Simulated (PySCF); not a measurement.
Ga(NHMe)(OH)2 (CH₆GaNO₂), SMILES [NH](C)[Ga]([OH])[OH]. Atoms are numbered in the order given.

```xyz
11

Ga     0.0154     0.3764     0.0000
N      0.7435    -1.2830     0.0000
C      0.0004    -2.5301     0.0000
H      1.7508    -1.3993     0.0000
H      0.2115    -3.1512    -0.8919
H      0.2115    -3.1512     0.8919
H     -1.0803    -2.3224     0.0000
O     -1.7667     0.5020     0.0000
H     -2.0779     1.4159     0.0000
O      0.9416     1.9108     0.0000
H      1.9004     1.8007     0.0000
```
Charge 0, spin multiplicity 1.

The structure is a stationary point at B3LYP-D3(BJ)/def2-SVP. The values are those of a single conformer.

Method: TDDFT-PBE0/def2-SVPD (PySCF).

Vertical excitations. Gas-phase values at a fixed geometry. State labels are in the subgroup Cs.

Question: Estimate the UV-visible absorptions. (Estimate from the structure and the level; the computed values follow.)

Answer: 
```json
[
 {"state": "S1", "symmetry": "A\"", "energy (eV)": "4.77", "λ (nm)": "260", "f": "0.009", "main pairs": "HOMO→LUMO 98 %"},
 {"state": "S2", "symmetry": "A\"", "energy (eV)": "6.38", "λ (nm)": "194", "f": "0.001", "main pairs": "HOMO−1→LUMO 67 %, HOMO→LUMO+2 28 %"},
 {"state": "S3", "symmetry": "A\"", "energy (eV)": "6.48", "λ (nm)": "191", "f": "0.001", "main pairs": "HOMO→LUMO+3 48 %, HOMO→LUMO+2 27 %, HOMO−1→LUMO 18 %"},
 {"state": "S4", "symmetry": "A'", "energy (eV)": "6.51", "λ (nm)": "191", "f": "0.088", "main pairs": "HOMO→LUMO+1 92 %"},
 {"state": "S5", "symmetry": "A\"", "energy (eV)": "6.55", "λ (nm)": "189", "f": "0.001", "main pairs": "HOMO→LUMO+3 47 %, HOMO→LUMO+2 41 %, HOMO−1→LUMO 10 %"},
 {"state": "S6", "symmetry": "A\"", "energy (eV)": "7.16", "λ (nm)": "173", "f": "0.101", "main pairs": "HOMO−2→LUMO 92 %"},
 {"state": "S7", "symmetry": "A'", "energy (eV)": "7.33", "λ (nm)": "169", "f": "0.156", "main pairs": "HOMO−3→LUMO 66 %, HOMO−4→LUMO 20 %"},
 {"state": "S8", "symmetry": "A\"", "energy (eV)": "7.41", "λ (nm)": "167", "f": "0.035", "main pairs": "HOMO→LUMO+4 94 %"},
 {"state": "S9", "symmetry": "A'", "energy (eV)": "7.47", "λ (nm)": "166", "f": "0.088", "main pairs": "HOMO−4→LUMO 66 %, HOMO−3→LUMO 22 %"},
 {"state": "S10", "symmetry": "A\"", "energy (eV)": "7.60", "λ (nm)": "163", "f": "0.001", "main pairs": "HOMO→LUMO+5 92 %"},
 {"state": "T1", "symmetry": "A\"", "energy (eV)": "4.45", "λ (nm)": "279", "f": "0", "main pairs": "HOMO→LUMO 94 %"},
 {"state": "T2", "symmetry": "A'", "energy (eV)": "5.53", "λ (nm)": "224", "f": "0", "main pairs": "HOMO→LUMO+1 97 %"},
 {"state": "T3", "symmetry": "A\"", "energy (eV)": "6.05", "λ (nm)": "205", "f": "0", "main pairs": "HOMO−1→LUMO 87 %"},
 {"state": "T4", "symmetry": "A\"", "energy (eV)": "6.30", "λ (nm)": "197", "f": "0", "main pairs": "HOMO→LUMO+3 67 %, HOMO→LUMO+2 21 %"}
]
```
Triplets are in the Tamm–Dancoff approximation, which puts them higher than full response would, so one can lie above its singlet here.
